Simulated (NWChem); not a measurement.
System: C$_{3}$H$_{5}$FSi; SMILES CC#C[SiH2]F

NWChem printed, in part:

```
             Northwest Computational Chemistry Package (NWChem) 7.3.0
             --------------------------------------------------------

                             Geometry "geometry" -> ""
                             -------------------------

 Output coordinates in angstroms (scale by  1.889725989 to convert to a.u.)

  No.       Tag          Charge          X              Y              Z
 ---- ---------------- ---------- -------------- -------------- --------------
    1 C                    6.0000     3.06572100     0.26792200    -0.08238400
    2 C                    6.0000     1.61931900     0.15972400     0.06285600
    3 C                    6.0000     0.41113900     0.06866000     0.18211300
    4 Si                  14.0000    -1.38439300    -0.05781600     0.38223900
    5 F                    9.0000    -2.07249700    -0.39057000    -1.04133700
    6 H                    1.0000     3.32902900     0.91531800    -0.92738600
    7 H                    1.0000     3.51945500     0.69402600     0.82047200
    8 H                    1.0000     3.52017800    -0.71480900    -0.25561900
    9 H                    1.0000    -1.71767900    -1.15450000     1.32366100
   10 H                    1.0000    -1.93465900     1.22978000     0.87171900

 Effective nuclear repulsion energy (a.u.)     192.9654991704

                                 NWChem DFT Module
                                 -----------------

 Summary of "ao basis" -> "ao basis" (spherical)
 ------------------------------------------------------------------------------
       Tag                 Description            Shells   Functions and Types
 ---------------- ------------------------------  ------  ---------------------
 C                          def2-svp                 6       14   3s2p1d
 Si                         def2-svp                 8       18   4s3p1d
 F                          def2-svp                 6       14   3s2p1d
 H                          def2-svp                 3        5   2s1p

 in cosmo_initialize ...
 calling solv_data for solv:dmso

 solvent parameters
 solvname_short: dmso
 solvname_long:  dimethylsulfoxide
 dielec:       46.8260
 dielecinf:     2.0079
 nonaqueous SMD model solvent descriptors
 dielec:       46.8260
 sola:          0.0000
 solb:          0.8800
 solc:          0.0000
 solg:         61.7800
 solh:          0.0000
 soln:          1.4170

[...]

                                COSMO-SMD solvation results
                                ---------------------------

             internal energy in gas <Psi(g)|H|Psi(g)> =      -506.045481124776
         internal energy in solvent <Psi(s)|H|Psi(s)> =      -506.044263016997
                               delta internal energy  =         0.001218107779 (    0.76 kcal/mol)
   total free energy in solvent <Psi(s)|H+V/2|Psi(s)> =      -506.052298688192
 polarization energy contribution <Psi(s)|V/2|Psi(s)> =        -0.008035671195 (   -5.04 kcal/mol)
    total free energy in solvent including G(SMD-CDS) =      -506.048743779207
                       G(SMD-CDS) energy contribution =         0.003554908985 (    2.23 kcal/mol)
     1 M fixed-concentration free energy of solvation =        -0.003262654431 (   -2.05 kcal/mol)

                       DFT Final Molecular Orbital Analysis
                       ------------------------------------

 Vector   21  Occ=2.000000D+00  E=-3.621604D-01
              MO Center= -1.4D+00, -3.3D-02,  5.4D-01, r^2= 3.2D+00
   Bfn.  Coefficient  Atom+Function         Bfn.  Coefficient  Atom+Function
  ----- ------------  ---------------      ----- ------------  ---------------
    90     -0.287036   9 H  s                95      0.286943  10 H  s
    65      0.273749   5 F  py               51      0.262657   4 Si py
    68     -0.201294   5 F  py               91     -0.191394   9 H  s
    96      0.191550  10 H  s                33      0.140941   3 C  py
    48     -0.141042   4 Si py               36      0.108576   3 C  py

 Vector   22  Occ=2.000000D+00  E=-3.030666D-01
              MO Center=  1.1D+00,  1.4D-01,  1.3D-01, r^2= 2.3D+00
   Bfn.  Coefficient  Atom+Function         Bfn.  Coefficient  Atom+Function
  ----- ------------  ---------------      ----- ------------  ---------------
    34      0.406305   3 C  pz               20      0.358891   2 C  pz
    37      0.265544   3 C  pz               23      0.209157   2 C  pz
    80     -0.156692   7 H  s                 6     -0.142704   1 C  pz
    75      0.105739   6 H  s                 9     -0.081742   1 C  pz
    33      0.079706   3 C  py               81     -0.078497   7 H  s

 Vector   23  Occ=2.000000D+00  E=-2.952697D-01
              MO Center=  8.3D-01,  9.1D-02,  1.9D-01, r^2= 3.2D+00
   Bfn.  Coefficient  Atom+Function         Bfn.  Coefficient  Atom+Function
  ----- ------------  ---------------      ----- ------------  ---------------
    33      0.379362   3 C  py               19      0.358760   2 C  py
    36      0.248439   3 C  py               22      0.216423   2 C  py
    85      0.144883   8 H  s                90      0.137590   9 H  s
    95     -0.137768  10 H  s                 5     -0.133244   1 C  py
    91      0.116341   9 H  s                96     -0.116323  10 H  s

 Vector   24  Occ=0.000000D+00  E=-1.757118D-02
              MO Center=  8.0D-02,  7.0D-02,  2.7D-01, r^2= 4.5D+00
   Bfn.  Coefficient  Atom+Function         Bfn.  Coefficient  Atom+Function
  ----- ------------  ---------------      ----- ------------  ---------------
    55      0.568980   4 Si pz               23     -0.430972   2 C  pz
    20     -0.367601   2 C  pz               53      0.288179   4 Si px
    37      0.286391   3 C  pz               63      0.283642   5 F  s
    31     -0.250257   3 C  s                81      0.228026   7 H  s
    34      0.192453   3 C  pz               91     -0.184066   9 H  s

[...]
```

Level: PBE0/def2-SVP, SMD on the gas-phase geometry. All runs use the structure optimised with B3LYP/6-31G* (spherical d). Solvent: dimethyl sulfoxide.

Which NWChem input produces such a log?

This is not unique; one that fits is the input that was run:
```
start job
memory heap 200 mb stack 900 mb global 1100 mb
geometry units angstroms noautosym nocenter noautoz
  C      3.065721     0.267922    -0.082384
  C      1.619319     0.159724     0.062856
  C      0.411139     0.068660     0.182113
  Si    -1.384393    -0.057816     0.382239
  F     -2.072497    -0.390570    -1.041337
  H      3.329029     0.915318    -0.927386
  H      3.519455     0.694026     0.820472
  H      3.520178    -0.714809    -0.255619
  H     -1.717679    -1.154500     1.323661
  H     -1.934659     1.229780     0.871719
end
basis spherical
  C library def2-svp
  Si library def2-svp
  F library def2-svp
  H library def2-svp
end
dft
  xc pbe0
  iterations 150
end
cosmo
  do_cosmo_smd true
  solvent dmso
end
task dft energy
```
